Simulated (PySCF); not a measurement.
Atomic charges against the basis set

Species: C₃H₆BF₃.
Bonds: C1–B2, B2–C3, C3–C4, C4–F5, C4–F6, C4–F7. Hydrogens: H8, H9, H10 on C1; H11 on B2; H12, H13 on C3.

PBE0 throughout (PySCF), one geometry, spherical d and f functions. The structure is a single PBE0-D3(BJ)/def2-SVP conformer in the gas phase; no vibrational or solvent corrections. Atoms taken as equivalent share a column and are averaged. The first 7 of 8 kinds of atom are listed.

Mulliken charges (e):

```tsv
basis	functions	C1	B2	C3	C4	F5/F6/F7	H8/H9/H10	H11
STO-3G	41	-0.343	+0.264	-0.290	+0.335	-0.122	+0.085	-0.047
6-31G	75	-0.749	+0.460	-0.637	+0.796	-0.287	+0.185	-0.003
pcSseg-0	75	-1.067	+0.640	-0.959	+0.983	-0.337	+0.251	+0.081
6-31G*	110	-0.720	+0.315	-0.643	+0.960	-0.309	+0.193	+0.010
cc-pVDZ	128	-0.151	+0.014	-0.159	+0.477	-0.176	+0.060	+0.020
def2-SVP	128	-0.172	+0.025	-0.194	+0.525	-0.192	+0.069	+0.010
pcSseg-1	149	-0.544	+0.320	-0.551	+0.799	-0.273	+0.139	+0.047
aug-cc-pVDZ	215	+0.543	-0.249	+0.232	+1.529	-0.492	-0.250	+0.640
6-311+G(2d,p)	225	-0.665	+0.406	-0.458	+0.686	-0.296	+0.168	+0.026
def2-TZVP	253	-0.431	+0.024	-0.329	+0.470	-0.166	+0.144	+0.035
cc-pVTZ	294	-0.346	+0.055	-0.285	+0.511	-0.165	+0.108	+0.018
IGLO-III	305	-0.527	+0.366	-0.419	+0.509	-0.196	+0.131	-0.034
```

IAO charges (e):

```
        basis  functions      C1      B2      C3      C4  F5/F6/F7  H8/H9/H10     H11
       STO-3G         41  -0.534  +0.215  -0.452  +0.452    -0.149     +0.147  +0.006
        6-31G         75  -0.588  +0.218  -0.466  +0.746    -0.269     +0.167  +0.016
     pcSseg-0         75  -0.577  +0.208  -0.471  +0.747    -0.266     +0.166  +0.015
       6-31G*        110  -0.571  +0.228  -0.461  +0.819    -0.285     +0.160  +0.006
      cc-pVDZ        128  -0.570  +0.220  -0.462  +0.814    -0.284     +0.160  +0.011
     def2-SVP        128  -0.560  +0.220  -0.456  +0.815    -0.285     +0.158  +0.007
     pcSseg-1        149  -0.572  +0.223  -0.460  +0.817    -0.288     +0.161  +0.011
  aug-cc-pVDZ        215  -0.583  +0.223  -0.466  +0.824    -0.291     +0.165  +0.012
6-311+G(2d,p)        225  -0.586  +0.224  -0.468  +0.823    -0.291     +0.166  +0.012
    def2-TZVP        253  -0.587  +0.224  -0.471  +0.834    -0.293     +0.166  +0.011
      cc-pVTZ        294  -0.587  +0.224  -0.471  +0.832    -0.292     +0.166  +0.011
     IGLO-III        305  -0.588  +0.224  -0.470  +0.828    -0.292     +0.166  +0.012
```

Hirshfeld charges (e):

| basis | functions | C1 | B2 | C3 | C4 | F5/F6/F7 | H8/H9/H10 | H11 |
| --- | --- | --- | --- | --- | --- | --- | --- | --- |
| STO-3G | 41 | -0.108 | +0.187 | -0.105 | +0.252 | -0.093 | +0.023 | -0.074 |
| 6-31G | 75 | -0.169 | +0.179 | -0.144 | +0.257 | -0.108 | +0.047 | -0.060 |
| pcSseg-0 | 75 | -0.175 | +0.180 | -0.153 | +0.257 | -0.102 | +0.048 | -0.063 |
| 6-31G* | 110 | -0.170 | +0.177 | -0.143 | +0.246 | -0.101 | +0.046 | -0.063 |
| cc-pVDZ | 128 | -0.183 | +0.179 | -0.163 | +0.244 | -0.093 | +0.049 | -0.064 |
| def2-SVP | 128 | -0.187 | +0.182 | -0.166 | +0.253 | -0.097 | +0.051 | -0.065 |
| pcSseg-1 | 149 | -0.188 | +0.187 | -0.167 | +0.256 | -0.099 | +0.050 | -0.062 |
| aug-cc-pVDZ | 215 | -0.195 | +0.185 | -0.172 | +0.249 | -0.098 | +0.053 | -0.057 |
| 6-311+G(2d,p) | 225 | -0.187 | +0.185 | -0.167 | +0.249 | -0.101 | +0.050 | -0.057 |
| def2-TZVP | 253 | -0.191 | +0.183 | -0.167 | +0.247 | -0.099 | +0.052 | -0.059 |
| cc-pVTZ | 294 | -0.192 | +0.183 | -0.168 | +0.247 | -0.097 | +0.052 | -0.061 |
| IGLO-III | 305 | -0.194 | +0.184 | -0.171 | +0.249 | -0.099 | +0.052 | -0.057 |

ESP-fitted charges (e):

```csv
basis,functions,C1,B2,C3,C4,F5/F6/F7,H8/H9/H10,H11
STO-3G,41,-0.596,+0.548,-0.554,+0.667,-0.191,+0.138,-0.168
6-31G,75,-0.663,+0.650,-0.728,+0.908,-0.283,+0.157,-0.187
pcSseg-0,75,-0.802,+0.791,-0.963,+1.089,-0.317,+0.185,-0.212
6-31G*,110,-0.687,+0.620,-0.539,+0.530,-0.181,+0.161,-0.185
cc-pVDZ,128,-0.596,+0.555,-0.542,+0.635,-0.209,+0.142,-0.171
def2-SVP,128,-0.601,+0.568,-0.569,+0.666,-0.218,+0.143,-0.172
pcSseg-1,149,-0.685,+0.681,-0.686,+0.704,-0.226,+0.157,-0.193
aug-cc-pVDZ,215,-0.718,+0.658,-0.635,+0.650,-0.215,+0.167,-0.185
"6-311+G(2d,p)",225,-0.729,+0.654,-0.627,+0.642,-0.215,+0.171,-0.182
def2-TZVP,253,-0.724,+0.660,-0.636,+0.628,-0.208,+0.169,-0.186
cc-pVTZ,294,-0.699,+0.638,-0.603,+0.599,-0.200,+0.164,-0.184
IGLO-III,305,-0.706,+0.648,-0.616,+0.604,-0.204,+0.165,-0.182
```

Some averages cover members that differ in this geometry, most widely: H8/H9/H10, Mulliken in aug-cc-pVDZ -0.288 to -0.218; H8/H9/H10, IAO in aug-cc-pVDZ +0.143 to +0.178; H8/H9/H10, IAO in 6-311+G(2d,p) +0.144 to +0.179; H8/H9/H10, IAO in def2-SVP +0.137 to +0.171 e.

Task: Which scheme is steadiest as the basis changes?

Result: Largest range over the bases for any column: Hirshfeld 0.09 e, IAO 0.38 e, ESP-fitted 0.56 e, Mulliken 1.61 e. Hirshfeld charges move least and Mulliken charges most, counted in e. Without the minimal STO-3G basis the ranges are Hirshfeld 0.03, IAO 0.09, ESP-fitted 0.56, Mulliken 1.61 e.

Task: How much do the charges still move between the two largest bases, cc-pVTZ and IGLO-III?

Result: At most, over all atoms: Mulliken 0.311 e, IAO 0.004 e, Hirshfeld 0.004 e, ESP-fitted 0.012 e.

Task: What do the same runs give for the total energy, the frontier levels and the dipole moment?

Result: 
```tsv
basis	energy (Eh)	HOMO (eV)	LUMO (eV)	μ (D)
STO-3G	-435.8367	-5.58	1.73	1.75
6-31G	-441.7491	-9.25	-0.99	3.22
pcSseg-0	-440.8534	-9.47	-1.30	3.06
6-31G*	-441.8528	-9.08	-0.87	2.65
cc-pVDZ	-441.8861	-9.14	-1.08	2.75
def2-SVP	-441.5329	-9.21	-1.14	2.84
pcSseg-1	-441.8268	-9.32	-1.24	2.86
aug-cc-pVDZ	-441.9194	-9.27	-1.25	2.90
6-311+G(2d,p)	-442.0048	-9.31	-1.26	2.96
def2-TZVP	-442.0489	-9.28	-1.22	2.87
cc-pVTZ	-442.0286	-9.25	-1.19	2.80
IGLO-III	-442.0569	-9.30	-1.25	2.90
```

The dipole is fixed by the density alone, so its range of 1.47 D shows that the density itself changes with the basis, not only its division among atoms.
